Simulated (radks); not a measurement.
Results of a calculation; reference values are marked as such.
Ru28+, 16 electrons, occupied as [Ne] 3s2 3p4. Level of theory: Dirac Kohn-Sham, exchange-only PBE, spin-unpolarised, spherical densities, finite nucleus; open shells fill j = l - 1/2 first; Fermi nuclear charge, rms radius 4.4809 fm (a radial shooting solver on a logarithmic mesh with Libxc functionals). Some entries of the table are withheld. Estimate them.

| orbital | occ. | eigenvalue (hartree) | r(max) (bohr) | <1/r> (bohr^-1) |
|---|---|---|---|---|
| 1s1/2 | 2 | -856.3644 | 0.02171 | 45.88 |
| 2s1/2 | 2 | -164.9233 | 0.1224 | (1) |
| 2p1/2 | 2 | (2) | 0.09500 | 10.57 |
| 2p3/2 | 4 | (3) | 0.09892 | 10.02 |
| 3s1/2 | 2 | -60.90960 | 0.3367 | 4.162 |
| 3p1/2 | 2 | -57.93925 | 0.3198 | 4.099 |
| 3p3/2 | 2 | -56.80075 | 0.3271 | 3.962 |
| 3d3/2 | 0 | -52.34097 | 0.2604 | 3.835 |
| 3d5/2 | 0 | -52.08286 | 0.2624 | 3.800 |
| 4s1/2 | 0 | (4) | 0.6860 | 2.159 |

Answer. 
(1) 2s1/2 <1/r> (bohr^-1): 10.61
(2) 2p1/2 eigenvalue (hartree): -156.5998
(3) 2p3/2 eigenvalue (hartree): -151.6894
(4) 4s1/2 eigenvalue (hartree): -31.15734
